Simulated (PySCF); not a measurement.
A geometry optimisation on `CC(=O)N[SiH3]`.

Method: PBE0-D3(BJ)/def2-SVP geometry optimisation, gas phase (PySCF 2.14.0). Start geometry: GFN2-xTB. The input is one job of a driver script: a line of settings, then coordinates in Å.

Command:
```bash
OMP_NUM_THREADS=1 python probes_run.py task.json out
```

Input:
```
{"job": {"xc": "PBE0", "basis": "def2-SVP", "d3": "d3bj", "grid": 1, "shake": 0.01, "kind": "geom"}, "charge": 0, "multiplicity": 1}
C      1.987320     0.249850     0.278280
C      0.462230     0.332460     0.426190
O     -0.127220     1.020980     1.242470
N     -0.237440    -0.414250    -0.413470
Si    -2.007200    -0.260280    -0.176330
H      2.243320     0.637180    -0.718060
H      2.448750     0.896380     1.028540
H      2.326040    -0.746140     0.377840
H      0.185720    -0.983820    -1.080030
H     -2.338760    -0.728600     1.181070
H     -2.525530    -1.161290    -1.191700
H     -2.377540     1.129250    -0.419690
```

Output:
```
step   0  E = -499.32142566  max force = 0.045710
step   1  E = -499.32822170  max force = 0.008423
step   2  E = -499.32858277  max force = 0.004780
step   3  E = -499.32861906  max force = 0.001398
step   4  E = -499.32864215  max force = 0.000735
step   5  E = -499.32864079  max force = 0.001002
step   6  E = -499.32864693  max force = 0.000102
optimisation converged
```

Energies in Eh; «max force» is the largest Cartesian gradient component in Eh/bohr.

Q: How much energy does the optimisation release, in eV?

A: E(step 0) − E(last step) = 0.007221 Eh, which is 0.197 eV.

Q: Give the first gradient maximum in eV/Å.

A: With 1 Eh/bohr = 51.422 eV/Å, 2.351 eV/Å.

In short: final energy -499.32865 Eh after 6 steps; dipole 3.51 D.

Q: Estimate the wall time. Hardware: an Intel Xeon 6975P-C with one thread, on a shared host. And the peak memory of the process?

A: About 18 s, with 0.45 GiB resident at the peak, the Python interpreter and its libraries included.
Labels such as C1 count atoms from 1, the log's own numbers from 0.
